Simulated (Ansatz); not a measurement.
Input for Ansatz (a first-principles code): R-RI-MP2/cc-pV(Q+d)Z on CH6AlN (SMILES C[NH][AlH2]), a point of a torsion scan. Files ending in .json are basis or fitting sets from the Basis Set Exchange.

Ansatz 0.2 input:
```yaml
crystal:
  periodic: [false, false, false]
  atoms:
    - {symbol: C, position_ang: [-1.31988129, 0.26150755, 0.23971008]}
    - {symbol: N, position_ang: [-0.07152998, -0.45451595, -0.03322214]}
    - {symbol: Al, position_ang: [1.58248898, 0.13276050, -0.35390141]}
    - {symbol: H, position_ang: [-2.06429849, 0.07530043, -0.54033162]}
    - {symbol: H, position_ang: [-1.11141750, 1.33042986, 0.26836671]}
    - {symbol: H, position_ang: [-1.74816997, -0.03146173, 1.20238101]}
    - {symbol: H, position_ang: [-0.26802885, -1.45359182, -0.02719007]}
    - {symbol: H, position_ang: [2.35760788, 0.98951603, 0.66854396]}
    - {symbol: H, position_ang: [2.27516707, -0.16867325, -1.69739001]}
basis:
  gaussian:
    orbitals: cc-pV_Q+d_Z.json
    fitting: {mean_field: def2-universal-JKFIT, correlation: cc-pVQZ-RIFIT.json}
magnetization: {spin_polarized: false}
correlation: {method: mp2, electrons: outside_noble_gas}
scf: {lower_state_search: off}
```

The log:

```
WARN ansatz: RAYON_NUM_THREADS=1 ignored (pool sized by the plan → 1); use --threads N
Functional definition: HF
these checks for a lower state are left out or cut short: stability, starts, cluster_reference, orbital_swaps, neighbouring_geometries, increment
integrals: 0.41 GiB planned
388 factors; integrals over basis functions are off by at most 6.5e0 eV
mean field: 0.67 GiB planned
mean field evaluation 1: about -9188.3037 eV, gradient 3.7e1 eV
mean field evaluation 2: about -9190.5415 eV, gradient 2.2e1 eV
mean field evaluation 4: about -9191.5623 eV, gradient 6.0e-1 eV
mean field -9191.56379605 eV, -337.7837392392 hartree, gradient 8.9e-7 eV, S^2 0.000000; 0 other end points of the search recorded, 0 dependent functions left out
7 core orbitals not correlated
752 factors; their error is unknown
reference -9191.56379605 eV, -337.7837392392 hartree; 9, 9 occupied and 338, 338 virtual orbitals, 752 factors
second order -13.85320057 eV of doubles, -0.00000000 eV of singles
Total energy: -9205.41699662 eV, -338.2928349701 hartree
Checks for a lower state left out: stability, starts, cluster_reference, orbital_swaps, neighbouring_geometries, increment
```

The calculation finished and met its thresholds.

Cost: very roughly 4 core-seconds.
